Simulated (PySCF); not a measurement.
# Relaxation of doublet CeH₂⁺

All numbers come from UPBE0/[Ce def2-TZVP with ECP28, H def2-TZVP], scalar-relativistic core potentials, density fitting, no spin–orbit coupling, PySCF. A (50,194) grid was used.

A hand-made bent start, of C2v symmetry, held to at least that symmetry:

```xyz
3
charge 1 multiplicity 2, angstrom
Ce    0.0000    0.0000   -0.0156
H     1.5654    0.0000    1.0805
H    -1.5654    0.0000    1.0805
```

**Question.** What does it relax to?

**Answer.** It ends at C2v with Ce–H 1.955 Å (×2); H–Ce–H 112.8° (after a last refinement on a finer grid). A frequency run shows a minimum. Other isomers or separated fragments may lie lower.

**Question.** How much energy is released, and in how many steps?

**Answer.** 2.0 kJ/mol in 5 steps.

Open d and f shells are described by one determinant, and the ground state may have another occupation or spin. The pruned grid is coarse for the open f shell: energies are uncertain by about 2 kJ/mol and soft modes are noisy. With an element this heavy the missing spin–orbit coupling can shift these numbers.
